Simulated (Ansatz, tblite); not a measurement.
Cost and result up the ladder for PbF₃⁻ (4 atoms). Charge -1, multiplicity 1. Geometry: r2SCAN-D4/def2-TZVPD.

```tsv
atom	x (Å)	y (Å)	z (Å)
Pb1	-0.377	-0.599	-0.396
F2	0.041	1.242	-1.362
F3	1.565	-0.886	0.406
F4	-1.230	0.243	1.353
```

Ansatz on 4 threads of Arm Neoverse V1 on a shared host; xTB runs through tblite on one thread. Times are rough, summed over both states, and most runs start from the orbitals of an earlier one. PBE-QIDH/def2-TZVPD serves as the yardstick here, not as an exact answer. The other state is a triplet at its own geometry.

In the def2 sets Pb takes a core potential; there is no spin–orbit coupling. The xTB rows come from tblite. LC-ωPBE has ω = 0.4 bohr⁻¹. HSE06 is defined as in plane-wave codes, on full-range PBE exchange. Correlated methods freeze 7 core orbitals; core or outer-core shells of Pb are correlated, in sets that lack core-valence functions. The structure comes from a short search, and lower isomers may exist.

xTB has no spin-polarisation term.

```json
{"level": "GFN2-xTB", "functions": "16", "wall time": "0.003 s"}
{"level": "GFN1-xTB", "functions": "16", "wall time": "0.004 s"}
{"level": "PBE-D4/def2-TZVPD", "functions": "176", "wall time": "2.8 s"}
{"level": "LC-ωPBE/def2-TZVPD (with forces)", "functions": "176", "wall time": "4.1 s"}
{"level": "PBE0-D4/def2-TZVPD", "functions": "176", "wall time": "4.5 s"}
{"level": "BHLYP-D4/def2-TZVPD", "functions": "176", "wall time": "4.5 s"}
{"level": "HSE06-D4/def2-TZVPD", "functions": "176", "wall time": "4.7 s"}
{"level": "MP2/def2-TZVPD", "functions": "176", "wall time": "4.7 s"}
{"level": "r2SCAN-D4/def2-TZVPD", "functions": "176", "wall time": "6.5 s"}
{"level": "PBE-QIDH/def2-TZVPD", "functions": "176", "wall time": "7.3 s"}
{"level": "RPA@PBE/def2-TZVPD", "functions": "176", "wall time": "7.5 s"}
{"level": "B97M-V/def2-TZVPD", "functions": "176", "wall time": "11 s"}
```

(1) Estimate what each level gives for the triplet − singlet (eV).

Answers

(1) 
| level | triplet − singlet (eV) | difference from PBE-QIDH/def2-TZVPD (eV) | remarks |
| --- | --- | --- | --- |
| GFN2-xTB | 3.74 | -0.13 | – |
| GFN1-xTB | 3.95 | 0.08 | – |
| PBE-D4/def2-TZVPD | 3.42 | -0.45 | HOMO above zero (triplet) |
| LC-ωPBE/def2-TZVPD (with forces) | 3.67 | -0.20 | – |
| PBE0-D4/def2-TZVPD | 3.59 | -0.29 | HOMO above zero (triplet) |
| BHLYP-D4/def2-TZVPD | 3.79 | -0.08 | – |
| HSE06-D4/def2-TZVPD | 3.57 | -0.30 | HOMO above zero (triplet) |
| MP2/def2-TZVPD | 4.19 | 0.32 | – |
| r2SCAN-D4/def2-TZVPD | 3.47 | -0.40 | HOMO above zero (triplet) |
| PBE-QIDH/def2-TZVPD | 3.87 | 0.00 | – |
| RPA@PBE/def2-TZVPD | 3.61 | -0.26 | – |
| B97M-V/def2-TZVPD | 3.59 | -0.28 | HOMO above zero (triplet) |
